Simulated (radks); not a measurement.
Results of a calculation; reference values are marked as such.
Initial-state core-level shifts of neutral indium when its valence configuration changes from [Kr] 4d10 5s2 5p1. Code: a radial shooting solver on a logarithmic mesh with Libxc functionals. Model: Dirac Kohn-Sham, LDA (Slater exchange, Perdew-Wang correlation), spin-unpolarised, spherical densities, point nucleus; open shells fill j = l - 1/2 first. Shifts are changes of the shell-averaged eigenvalues in eV (positive: less bound).

valence,2p,3s,4s,4p
4d10 5p3,-3.049,-3.094,-3.118,-3.112
4d9 5s2 5p2,-7.308,-7.145,-6.424,-6.192
4d9 5s1.5 5p2.5,-8.097,-7.944,-7.221,-6.985
4d8 5s1.5 5p3.5,-15.855,-15.462,-13.792,-13.292
4d9.5 5s1.5 5p2,-4.336,-4.274,-3.942,-3.828
4d8 5s2 5p3,-15.129,-14.727,-13.067,-12.572
4d10 5s1 5p2,-1.487,-1.509,-1.520,-1.517
4d10 5s1.5 5p1.5,-0.765,-0.775,-0.781,-0.780
4d9.5 5s2 5p1.5,-3.624,-3.551,-3.218,-3.106
